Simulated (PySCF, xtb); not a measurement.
B(H)2(iPr) (C₃H₉B), SMILES BC(C)C.

xtb 6.7.1 with GFN2-xTB at its own geometry gives an orbital gap of 4.03 eV and a dipole moment of 0.58 D.

Geometry: ωB97X-D3(BJ)/def2-SVP. The structure was generated by enumeration, and PubChem lists no compound with its InChIKey, so it may never have been made.

Problem. What does CAM-B3LYP/def2-TZVP in PySCF give? (Estimate from the structure and the level; the computed values follow.)

Solution. gap 9.57 eV (levels -9.77 and -0.20 eV), dipole 0.61 D.
